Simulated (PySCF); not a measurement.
C3H8OTe.
SMILES with atom numbers: `[CH3:1][O:2][CH2:3][CH2:4][TeH:5]` (hydrogens: H6, H7, H8 on C1; H9, H10 on C3; H11, H12 on C4; H13 on Te5)

Computed, not measured: PBE0-D3(BJ)/def2-SVP geometry optimisation, gas phase, def2 core potentials past Kr (PySCF 2.14.0).

Problem. List the bond lengths, angles and torsions at this level.

Solution. 
```tsv
bond	length (pm)	order
C1–O2	139.6	single
O2–C3	139.6	single
C3–C4	151.9	single
C4–Te5	217.1	single
C1–H6	110.8	single
C1–H7, C1–H8	110.3	single
C3–H9	111.2	single
C3–H10	110.0	single
C4–H11, C4–H12	109.9	single
Te5–H13	166.2	single
```

Bonds in one row agree within 1 pm and their mean is given. Orders are formal, as drawn. A selection of angles:
```tsv
angle	degrees
O2–C1–H6	111.8
O2–C1–H7	112.8
O2–C1–H8	107.6
H6–C1–H7	108.1
H6–C1–H8	108.5
C1–O2–C3	114.8
O2–C3–C4	115.0
O2–C3–H9	110.0
O2–C3–H10	106.2
C4–C3–H9	107.9
C4–C3–H10	109.9
H9–C3–H10	107.5
C3–C4–Te5	113.3
C3–C4–H11	109.7
C3–C4–H12	112.4
Te5–C4–H11	105.3
Te5–C4–H12	108.1
H11–C4–H12	107.7
C4–Te5–H13	91.8
```

Torsions: C1–O2–C3–C4 -67° (synclinal); O2–C3–C4–Te5 -57° (synclinal). The mirror-image conformer, all signs reversed, is as good.

O2 (ether oxygen) is bent (angle 114.8°). Of the pairs four or more bonds apart, O2···H13 is among the closest relative to their van der Waals radii: 2.59 Å, 95 % of the sum of Bondi's values.

Point group: C1 (no symmetry element, even within 0.4 Å). Stationary, but not proved a minimum. One conformer, not necessarily the lowest (C1–O2–C3–C4 -67°, O2–C3–C4–Te5 -57°, C3–C4–Te5–H 38°).

The run took 71 s wall on one thread of an Arm Neoverse V2, no GPU, shared host with 96 logical CPUs at a one-minute load of 18, and the process peaked at 0.53 GiB of memory. This is the geometry optimisation.
